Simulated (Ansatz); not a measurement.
Reaction (hydrogenolysis of the Al–Br bond): `C[CH]1[NH][Al]1[Br]` + H₂ → `C[CH]1[NH][AlH]1` + HBr

Calculated with Ansatz (gas phase, PBE0-D4/def2-TZVP geometries, no zero-point term in ΔE). CCSD(T)/CBS adds triple-zeta CCSD(T) − MP2 to the extrapolated MP2 energy (def2 sets, frozen cores). This one scheme is used for every species. DFT in def2-TZVPP. For Br outer-core shells are correlated without core-valence functions, which leaves a few kJ/mol of doubt a bond. Scalar relativity is left out up to krypton.

```
   level  ΔE (kJ/mol)
PBE-QIDH        139.4
 LC-ωPBE        129.1
```

Problem. What does CCSD(T)/CBS give? (Estimate.)

Solution. Computed: +138.1 kJ/mol. The listed levels differ from it by 1.3, -9.0 kJ/mol.

Largest T1 diagnostic among the species: 0.014.

At CCSD(T), def2-SVP lies −12.9 kJ/mol from the extrapolated value and def2-TZVPP −1.9 kJ/mol. Leaving LDA and LC-ωPBE aside and taking each functional with its dispersion term where it has one, the values, not all of them listed here, spread over 18.0 kJ/mol, from B97M-V to r2SCAN-D4. LDA lies −4.7 kJ/mol from PBE without D4. In def2-TZVPP, CCSD(T) changes the Hartree–Fock value by +6.3 kJ/mol (the triples alone add +3.1 kJ/mol) and MP2 by +16.4 kJ/mol.

CCSD(T)/CBS has its own doubt, a few kJ/mol and more with outer-core shells, so smaller differences from it don't rank the levels.
